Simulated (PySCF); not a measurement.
## ScAl: from constants to spectrum

BLYP constants of ScAl, ³Σ⁻ (triplet), unpaired electrons π ↑↑ (PySCF, no relativity, basis sets Sc def2-TZVPP, Al def2-TZVPP; masses 44.9559 and 26.9815 u):

* ωe: 242.2 cm⁻¹
* ωexe: 1.2 cm⁻¹
* Be: 0.12892 cm⁻¹
* αe: 0.000835 cm⁻¹
* D (centrifugal): 1.46e-07 cm⁻¹
* De to Sc (3d1 4s2) + Al: 1.41 eV

Problem. Give the vibrational terms G(v) and spacings up to v = 3.

Solution. G(v) = ωe(v+½) − ωexe(v+½)².

```tsv
v	G(v) (cm⁻¹)	G(v) − G(v−1)	Bv (cm⁻¹)
0	121		0.1285
1	361	240	0.1277
2	598	237	0.1268
3	833	235	0.1260
```

Problem. How well does the Morse estimate ωe²/(4ωexe) reproduce De, and what is D0?

Solution. It gives 1.52 eV, 107 % of the computed De. D0 = De − G(0) = 1.41 − 0.01 = 1.40 eV.

The metal atom is held in its measured ground configuration; semilocal functionals can put another filling of s and d lower by some tenths of an eV, and De to that atom would be smaller. With d or f electrons several states lie close, and the lowest PBE0 determinant need not be the measured ground state.
